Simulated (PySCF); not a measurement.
Ge(F)2(Br)(OH) (BrF2GeHO), SMILES [OH][Ge]([F])([F])[Br]. Atoms are numbered in the order given.

```xyz
6

O      1.6351    -1.2555     0.0000
Ge     0.0054    -0.6502     0.0000
F     -0.8567    -1.2632     1.3540
F     -0.8567    -1.2632    -1.3540
Br     0.0140     1.5945     0.0000
H      1.6776    -2.2205     0.0000
```
Charge 0, spin multiplicity 1.

Coordinates come from a PBE0-D3(BJ)/def2-SVP optimisation. The structure was generated by enumeration, and PubChem lists no compound with its InChIKey, so it may never have been made. Other conformers were not sampled.

These are r2SCAN/def2-TZVP (PySCF) values and carry that method's errors.

ESP charges are fitted to the potential on shells at 1.4 to 2.0 van der Waals radii. Atomic charges (e):

```tsv
atom	ESP fit	Mulliken
O1	-0.59	…
Ge2	0.60	…
F3	-0.23	…
F4	-0.23	…
Br5	-0.01	-0.21
H6	0.46	0.34
```

### Question
Some entries are withheld; supply them. (The exact figures need the calculation; the answer reports its results.)

### Answer

- O1, Mulliken: -0.51
- Ge2, Mulliken: 1.06
- F3, Mulliken: -0.34
- F4, Mulliken: -0.34
